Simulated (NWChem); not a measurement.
Species: CH₄F₂Si; SMILES C[SiH](F)F

```xyz
8

Si    -0.0002    -0.0644     0.3359
C     -0.0006     1.6903    -0.2370
F     -1.2958    -0.8298    -0.2564
F      1.2953    -0.8297    -0.2570
H      0.0002    -0.2473     1.8062
H     -0.8919     2.2208     0.1318
H      0.8925     2.2203     0.1284
H     -0.0026     1.7369    -1.3368
```
Atoms are numbered in this order, from 1.

Computed with NWChem. Pople sets run with spherical d functions. The geometry was optimised at PBE0/def2-SVP. B3LYP is NWChem's, with the RPA form of VWN correlation. GIAO values for the isolated, static molecule; σ is the absolute isotropic shielding, δ = σ(reference) − σ with the isolated reference molecule computed at the same levels (13C: tetramethylsilane, 19F: trichlorofluoromethane, 1H: tetramethylsilane, 29Si: tetramethylsilane).

**Question.** Estimate the computed values for B3LYP/6-31G*. Quantities: δ Si1 (ppm); δ C2 (ppm); δ F3 (ppm); δ H5 (ppm); δ H6 (rotor mean) (ppm).

**Answer.** δ Si1 (ppm): 7.1
δ C2 (ppm): -0.7
δ F3 (ppm): -130.9
δ H5 (ppm): 5.37
δ H6 (rotor mean) (ppm): 0.21
